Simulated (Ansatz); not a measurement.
CH$_{7}$ClSi$_{2}$, SMILES `C[SiH2][SiH2]Cl`, relaxed with RKS PBE0-D4/def2-TZVP in the Gaussian-basis code of Ansatz from a PBE-D4/def2-SVP geometry. The force threshold is 0.005 eV/Å; the program also tests the step.

Total charge 0; spin multiplicity 1.

Start:

```xyz
11

C    -0.629   -0.510   -1.501
Si    0.280   -0.899    0.112
Si    0.552    1.103    1.316
Cl   -1.365    1.966    1.393
H    -0.001    0.116   -2.165
H    -1.559    0.048   -1.277
H    -0.896   -1.438   -2.046
H     1.627   -1.529   -0.144
H    -0.523   -1.844    0.968
H     1.046    0.912    2.724
H     1.467    2.075    0.619
```

How much energy does the relaxation release, and in how many steps? (An estimate is asked.)

The calculation gave: 4.18 kJ/mol, in 8 steps.

Which bonds change most? (An estimate is asked.)

Ansatz gave: Si3–Cl4 from 2.103 to 2.071 Å; Si3–H11 from 1.506 to 1.487 Å; Si3–H10 from 1.504 to 1.485 Å; C1–Si2 from 1.892 to 1.873 Å.

Give the relaxed structure. (An estimate is asked.)

Ansatz gave: 
```xyz
11

C    -0.623   -0.529   -1.513
Si    0.247   -0.877    0.109
Si    0.544    1.106    1.314
Cl   -1.303    2.026    1.493
H    -0.022    0.129   -2.144
H    -1.584   -0.043   -1.332
H    -0.804   -1.456   -2.061
H     1.586   -1.492   -0.119
H    -0.551   -1.811    0.950
H     1.068    0.884    2.686
H     1.442    2.063    0.616
```
